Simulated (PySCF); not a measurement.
Isomers of C6H11N2P, from PBE0-D3(BJ)/def2-SVP geometry optimisation, gas phase in PySCF 2.14.0. One conformer each, no zero-point energy, no frequencies.

Question: Which isomer lies lower at this level?
A. `CC(C)(C)C1=NNC=P1`: A = 2443, B = 1105, C = 912.8 MHz, dipole 2.23 D
B. `[CH3:1][N:2]=[P:3]1([NH:4][CH3:5])[CH:6]=[CH:7][CH:8]=[CH:9]1` with N2–P3–N4–C5 -44°: A = 1826, B = 1287, C = 979.8 MHz, dipole 3.26 D

Answer: A. That is `CC(C)(C)c1n[nH]cp1`, 43.2 kcal/mol below the other.

```json
{"SMILES": "CC(C)(C)c1n[nH]cp1", "mapped SMILES": "[CH3:1][C:2]([CH3:3])([CH3:4])[c:5]1[n:6][nH:7][cH:8][p:9]1", "E (Eh)": "-685.23777", "relative (kcal/mol)": "0.0", "relative (kJ/mol)": "0.0", "dipole (D)": "2.23"}
{"SMILES": "CN=P1(NC)C=CC=C1", "mapped SMILES": "[CH3:1][N:2]=[P:3]1([NH:4][CH3:5])[CH:6]=[CH:7][CH:8]=[CH:9]1", "E (Eh)": "-685.16898", "relative (kcal/mol)": "43.2", "relative (kJ/mol)": "180.6", "dipole (D)": "3.26"}
```

As drawn, the lower has an aromatic ring, an N–N linkage and a quaternary carbon, which the higher lacks; the higher has a C=C bond outside aromatic rings, which the lower lacks.
